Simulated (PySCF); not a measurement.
# Electronic structure of Ru⁺ (ruthenium, charge +1) at the PBE0 level

Configuration: [Kr] 4d7, high-spin 4F determinant. All numbers are calculated (PySCF 2.14, scalar relativity by spin-free X2C-1e, in aug-cc-pVTZ-DK (9s8p6d3f2g, 102 functions)).

- Total energy: -4529.61 hartree
- One-electron energy: -6234.04 hartree
- Hartree (Coulomb) energy: 1838.83 hartree
- Exchange-correlation energy: -134.40 hartree
- ⟨S²⟩: 3.7524
- ⟨L²⟩: 12.020
- Sum of ⟨r⟩: 28.40 bohr
- Sum of ⟨r²⟩: 37.23 bohr²
- Langevin diamagnetic susceptibility: -29.5 ×10⁻⁶ cm³/mol
- Time after the integrals: roughly 6 core-seconds

```csv
shell,electrons,mean orbital energy (eV),spread (eV),"rms radius, mean of both spins (bohr)"
1s β,1,-21991.5,0,0.0384
1s α,1,-21991.5,0,0.0384
2s α,1,-3189.5,0,0.158
2s β,1,-3189.0,0,0.158
2p α,3,-2857.0,0,0.140
2p β,3,-2856.6,0,0.140
3s α,1,-576.60,0,0.430
3s β,1,-576.36,0,0.430
3p α,3,-466.38,0,0.434
3p β,3,-466.09,0,0.434
3d α,5,-288.70,0.255,0.420
3d β,5,-288.18,0.255,0.420
4s α,1,-89.375,0,1.09
4s β,1,-86.821,0,1.09
4p α,3,-58.409,0,1.21
4p β,3,-55.400,0,1.21
4d α,5,-14.934,0.843,1.80
4d β,2,-13.214,0,1.80
```

Densities and radii are taken from the X2C orbitals without a picture-change correction, which distorts them close to the nucleus.
